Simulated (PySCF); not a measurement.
## How methods differ on the ionisation energy of Ge⁺

Ge⁺ [Ar] 3d10 4s2 4p1 (2P) → Ge²⁺ [Ar] 3d10 4s2 (1S), as a difference of total energies. All numbers are calculated (PySCF 2.14, scalar relativity by spin-free X2C-1e, in aug-cc-pVQZ-DK (8s7p5d3f2g, 93 functions)). Correlated levels: valence: [Ar] 3d10 frozen. The calculations carry no spin-orbit coupling.

```
           method  ionisation energy (eV)
              UHF                  15.255
    MP2 (valence)                  15.518
SCS-MP2 (valence)                  15.508
   CCSD (valence)                  15.579
CCSD(T) (valence)                  15.602
```

How much does correlation contribute at CCSD(T) (valence)?

15.602 − (15.255) = 0.347 eV, measured against UHF.

A first-order spin-orbit estimate (lowest level to lowest level, LS coupling) adds 0.135 eV.

Errors of the correlated levels include the incompleteness of this basis and the frozen core.

For comparison: 15.935 eV (measured; NIST Atomic Spectra Database, ionization energies).
